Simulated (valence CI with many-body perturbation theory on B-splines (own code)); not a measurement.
**E1 transitions of Ce I**

Computed by valence CI with perturbative core correlation (CI+MBPT): four valence electrons over a frozen Dirac-Fock core [Xe], a basis of 7 s, 7 p, 7 d, 7 f, 4 g, 2 h functions for each j, with the one-electron correlation potential Σ1 (screened to all orders), the two-electron term Σ2, the three-electron term Σ3, Breit, model QED; selected single and double excitations, second order for the rest (own B-spline code, finite nucleus).

Set against measurement, 70 paired levels are off by 208 cm⁻¹ on average, the worst by 603. These come from a selection out of the NIST Handbook of Basic Atomic Spectroscopic Data. Levels without a partner in it may be off by more, other configurations by several thousand cm⁻¹. Among the levels kept, up to 710 cm⁻¹ of a level comes from second order outside the variational space, and about a tenth of that is noise between levels of different J, which matters for small intervals.

Lines 101 to 150 of 517 in falling wavelength, among levels below 15243 cm⁻¹, chosen from the strongest by gf and those to the six lowest levels. Wavelengths and rates use the calculated energies, so an error of 200 cm⁻¹ moves a line at 1427 nm by 2.9 % and its rate by three times that or more. Electric multipoles are in the length gauge, E1 and E2 with the static RPA response of the core. Weak lines are less certain than strong ones. Lines between different terms over intervals too small for the method are left out, as are lines whose strength nearly cancels and 9 of this kind that miss the measured wavelength by over 7 %. Where a level lies close to another of its J and parity, the split of strength between their lines is uncertain. The highest levels of a list are the least certain.

Names give the largest LS component (configuration and term), which can be under half, so a name can repeat, a term be missing and a line seem to break the LS rules; names also repeat where a configuration has a term twice. Letters in brackets count levels of one name in rising energy.

```tsv
λ vac (nm)	Upper	Lower	A (s⁻¹)	S (a.u.)
1427	4f 5d 6s 6p 5I_5 [a]	4f 5d2 6s 5F°_5 [a]	1.20e+04	1.89e-01
1427	4f2 6s2 3F_2	4f 5d 6s2 3F°_3	6.28e+03	4.50e-02
1424	4f2 5d 6s 5H_3	4f 5d2 6s 3F°_2 [b]	1.34e+04	1.34e-01
1421	4f 5d 6s 6p 3H_6	4f 5d2 6s 3H°_6 [a]	1.23e+05	2.27e+00
1420	4f2 5d 6s 5G_3	4f 5d2 6s 5F°_2 [a]	3.76e+04	3.72e-01
1419	4f 5d 6s 6p 3F_4 [b]	4f 5d2 6s 3I°_5 [b]	2.29e+04	2.90e-01
1417	4f2 5d 6s 3H_4	4f 5d2 6s 3H°_4 [a]	3.41e+04	4.31e-01
1413	4f 5d 6s 6p 3H_6	4f 5d2 6s 5F°_5 [a]	9.37e+03	1.70e-01
1412	4f2 5d 6s 3K_6	4f 5d2 6s 3H°_5 [a]	1.74e+04	3.15e-01
1408	4f 5d 6s 6p 5H_4	4f 5d2 6s 3F°_4 [b]	1.42e+04	1.75e-01
1395	4f2 5d 6s 5G_5	4f 5d2 6s 3I°_6 [a]	2.83e+04	4.17e-01
1392	4f 5d 6s 6p 3F_2	4f 5d2 6s 5G°_2	6.99e+04	4.65e-01
1387	4f2 5d 6s 3I_5 [a]	4f 5d2 6s 3I°_5 [a]	1.01e+04	1.46e-01
1385	4f 5d 6s 6p 3H_5	4f 5d2 6s 3H°_4 [a]	2.06e+04	2.97e-01
1383	4f 5d 6s 6p 5H_4	4f 5d2 6s 3I°_5 [b]	5.53e+04	6.50e-01
1381	4f 5d 6s 6p 5D_1	4f 5d2 6s 5G°_2	3.36e+04	1.31e-01
1381	4f2 6s2 3F_2	4f 5d 6s2 3G°_3	1.35e+02	8.79e-04
1380	4f2 5d 6s 3G_3	4f 5d2 6s 3F°_4 [b]	1.86e+04	1.69e-01
1376	4f2 5d 6s 3I_5 [b]	4f 5d2 6s 3H°_5 [a]	3.30e+04	4.67e-01
1374	4f 5d2 6s 3H°_6 [d]	4f2 6s2 3H_5	1.73e+04	2.88e-01
1365	4f2 5d 6s 5G_5	4f 5d2 6s 3H°_5 [a]	1.40e+04	1.93e-01
1365	4f2 5d 6s 5G_4	4f 5d2 6s 5G°_3 [a]	1.74e+04	1.96e-01
1363	4f 5d 6s 6p 5I_5 [a]	4f 5d2 6s 3I°_5 [b]	1.42e+04	1.96e-01
1347	4f2 5d 6s 5G_5	4f 5d2 6s 5G°_4 [a]	2.49e+04	3.30e-01
1340	4f 5d 6s 6p 5I_5 [a]	4f 5d2 6s 3I°_6 [a]	2.36e+04	3.08e-01
1331	4f2 5d 6s 5G_4	4f 5d2 6s 5D°_3 [b]	6.10e+04	6.39e-01
1331	4f 5d 6s 6p 3F_4 [b]	4f 5d2 6s 3F°_3 [a]	1.18e+04	1.23e-01
1330	4f 5d 6s 6p 5H_4	4f 5d2 6s 3H°_5 [a]	2.96e+04	3.09e-01
1327	4f 5d 6s 6p 3H_6	4f 5d2 6s 3I°_6 [a]	9.84e+03	1.48e-01
1327	4f2 5d 6s 5G_5	4f 5d2 6s 5F°_4 [a]	4.73e+04	6.01e-01
1327	4f2 5d 6s 5G_3	4f 5d2 6s 3F°_2 [a]	4.14e+04	3.34e-01
1317	4f2 5d 6s 5H_4	4f 5d2 6s 3H°_4 [b]	2.63e+04	2.67e-01
1316	4f 5d 6s 6p 5H_3	4f 5d2 6s 5F°_2 [a]	1.73e+04	1.36e-01
1313	4f 5d 6s 6p 5H_4	4f 5d2 6s 5G°_4 [a]	1.64e+04	1.64e-01
1302	4f 5d 6s 6p 5I_5 [b]	4f 5d2 6s 3I°_6 [a]	1.48e+05	1.78e+00
1301	4f2 5d 6s 3I_5 [a]	4f 5d2 6s 3H°_4 [a]	6.72e+04	8.03e-01
1301	4f 5d 6s 6p 3F_3 [a]	4f 5d2 6s 5G°_3 [a]	1.92e+04	1.46e-01
1299	4f 5d 6s 6p 5H_4	4f 5d2 6s 3F°_3 [a]	3.23e+04	3.15e-01
1297	4f2 5d 6s 3I_5 [b]	4f 5d2 6s 3H°_4 [b]	3.00e+04	3.56e-01
1291	4f 5d 6s 6p 3F_4 [a]	4f 5d2 6s 5G°_3 [a]	2.62e+04	2.50e-01
1289	4f 5d 6s 6p 3G_3	4f 5d2 6s 3H°_4 [b]	4.70e+04	3.48e-01
1287	4f2 5d 6s 5G_2	4f 5d2 6s 5F°_2 [a]	3.89e+04	2.05e-01
1285	4f 5d 6s 6p 3F_4 [b]	4f 5d2 6s 3H°_4 [b]	1.89e+04	1.78e-01
1281	4f 5d 6s 6p 3G_3	4f 5d2 6s 3F°_2 [b]	3.32e+04	2.41e-01
1280	4f2 5d 6s 5G_3	4f 5d 6s2 3D°_2	2.47e+04	1.79e-01
1277	4f 5d 6s 6p 5I_5 [a]	4f 5d2 6s 5F°_4 [a]	1.84e+04	2.08e-01
1276	4f 5d 6s 6p 5I_5 [b]	4f 5d2 6s 3H°_5 [a]	1.88e+04	2.12e-01
1272	4f2 5d 6s 5H_3	4f 5d2 6s 5F°_2 [a]	3.17e+04	2.25e-01
1270	4f 5d 6s 6p 3F_3 [a]	4f 5d2 6s 5D°_3 [b]	4.63e+04	3.28e-01
1269	4f 5d 6s 6p 3D_2	4f 5d2 6s 5D°_3 [b]	4.60e+04	2.32e-01
```
